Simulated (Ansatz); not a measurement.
`S[SiH2]S` + `BOCF` → `FCOB[SiH2]S` + H₂S  (formal exchange of groups at the Si–S bond)

Isolated molecules relaxed with PBE0-D4/def2-TZVP in Ansatz; ΔE leaves out vibrations. CCSD(T)/CBS adds triple-zeta CCSD(T) − MP2 to the extrapolated MP2 energy (def2 sets, frozen cores). This one scheme is used for every species. Functionals use def2-TZVPP. Each species was taken in one conformer, which may not be the lowest.

```json
{"level": "PBE-D4", "ΔE (eV)": "0.76"}
{"level": "CCSD(T)/def2-TZVPP", "ΔE (eV)": "0.80"}
```

Task: What does CCSD(T)/CBS give? (An estimate is asked.)

Result: Ansatz gave: +0.85 eV. The listed levels differ from it by -0.09, -0.05 eV.

Largest T1 diagnostic among the species: 0.013.

From PBE to PBE0 (25 % exact exchange), in def2-TZVPP and without D4, ΔE moves by +0.05 eV.
